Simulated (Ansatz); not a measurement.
Mulliken charges of `OB(O)[O][InH2]` from PBE/def2-TZVPP in Ansatz (PBE0-D4/def2-TZVP geometry).

| atom | x (Å) | y (Å) | z (Å) | charge (e) |
| --- | --- | --- | --- | --- |
| O1 | -0.475 | 0.862 | 0.541 | -0.340 |
| B2 | 0.478 | -0.173 | 0.713 | 0.253 |
| O3 | 1.102 | -0.243 | 1.929 | -0.296 |
| O4 | 0.640 | -0.952 | -0.352 | -0.435 |
| In5 | -0.703 | -0.096 | -1.686 | 0.662 |
| H6 | -0.625 | 1.449 | 1.284 | 0.191 |
| H7 | 1.727 | -0.971 | 1.954 | 0.210 |
| H8 | -2.210 | -0.898 | -1.662 | -0.123 |
| H9 | 0.067 | 1.022 | -2.721 | -0.123 |

By hand: the dipole of these point charges (1 e Å = 4.8032 D).

Σ q r = (-0.281, 0.143, -0.343) e Å, of length 0.466 e Å = 2.24 D.

How does the dipole of the full density compare? (Estimate.)

Ansatz gave: (-0.134, 0.177, 0.034) e Å, 1.08 D; the point charges give 2.07 times that, at 61° from its direction.

Point charges leave out the atoms' own dipoles, such as those of lone pairs, and Mulliken's split depends on the basis, so the two needn't agree.
